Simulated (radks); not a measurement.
Q: Successive ionisation energies (eV) of one element, from differences of total energies of ions in their ground configurations, starting at charge 22: 711.48, 745.61, 779.48, 881.78, 920.94, 1598.5, 1680.6, 1764.0, 1848.4, 1933.7, 2045.5, 2135.8, 2227.2, 2319.6, 2412.8, 2713.8, 2796.4, 2877.8, 2986.2, 3071.5, 3155.5, 3403.4. Calculated with a radial shooting solver on a logarithmic mesh with Libxc functionals: scalar-relativistic Kohn-Sham, PBE, spin-polarised, spherical densities, finite nucleus; open shells are filled with parallel spins first (spin-orbit coupling, left out, can overturn this in heavy ions); Fermi nuclear charge, rms radius 4.8041 fm. Which element is it?

A: Caesium (Z = 55). The first species listed is Cs22+ in [Ar] 3d10 4s2 4p3, the last Cs43+ in [Ne] 3s2.
